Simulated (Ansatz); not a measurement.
The cluster KNa₃. Total charge 0; singlet. Geometry relaxed at r2SCAN/def2-TZVP.

```xyz
4

Na   -0.446   -0.770    1.305
Na    0.192    0.867   -1.306
Na   -3.144    1.230    0.014
K     3.399   -1.327   -0.014
```

The restricted singlet is unstable: a solution with broken spin symmetry lies lower. The geometry of the singlet was relaxed on an unsound state (restricted singlet, unstable towards broken spin symmetry). At r2SCAN/def2-TZVP a triplet of charge 0 lies 0.07 eV below the restricted singlet, each at its own geometry. The structure comes from a short search, and lower isomers may exist.

(1) Estimate the harmonic wavenumbers at RKS r2SCAN/def2-TZVP (Ansatz, unscaled). Is this a minimum?

Answers

(1) 12i, 34, 61, 76, 122, 153 cm⁻¹. Yes, no mode is imaginary beyond noise. Zero-point energy 2.7 kJ/mol. Hardware: 4 threads of Arm Neoverse V1 on a shared host. Wall time 41 s.
